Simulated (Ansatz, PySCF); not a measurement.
AlCl, SMILES [Cl][Al] (connectivity only; charge and spin as stated), neutral, multiplicity 1.

The structure is a stationary point at PBE0-D3(BJ)/def2-TZVPD.

Vertical ionisation energy (IE) and electron affinity (EA) in eV. Rows of orbital energies are one-electron estimates. Where ΔSCF, EOM or ADC give a negative EA the extra electron is unbound and the value depends on the basis.

```tsv
level	IE	EA
−ε(HOMO), −ε(LUMO), CAM-B3LYP/def2-TZVPD (PySCF)	8.24	0.70
−ε(HOMO), −ε(LUMO), PBE0/def2-TZVPD (PySCF)	7.02	1.69
−ε(HOMO), −ε(LUMO), PBE/def2-TZVPD (PySCF)	6.09	2.40
EOM-CCSD/aug-cc-pVDZ (PySCF)	9.30	-0.04
ADC(3)/aug-cc-pVDZ (PySCF)	[?]	[?]
ΔSCF, ωB97X-V/def2-TZVPD (Ansatz), final states of multiplicity 2 and 2	9.34	-0.10
ΔSCF, PBE/def2-TZVPD (Ansatz), final states of multiplicity 2 and 2	9.20	0.01
```

Q: Fill in the missing entries. (The exact figures need the calculation; the answer reports its results.)

A: 
- ADC(3)/aug-cc-pVDZ (PySCF), IE: 9.17
- ADC(3)/aug-cc-pVDZ (PySCF), EA: 0.03

Q: What vertical singlet–triplet gap does ΔSCF give with ωB97X-V/def2-TZVPD (Ansatz, an electronic-structure program) and with PBE/def2-TZVPD (Ansatz)? (Estimate from the structure and the level; the computed values follow.)

A: 3.03 and 2.86 eV (triplet above singlet where positive).

Q: Beyond the first one, list the lowest photoelectron lines from ADC(3)/aug-cc-pVDZ run with PySCF with their pole strengths (two spins summed). (An estimate is asked for; the answer gives what the named calculation found.)

A: 11.83 eV (1.75), 11.83 eV (1.75), 13.82 eV (1.40).
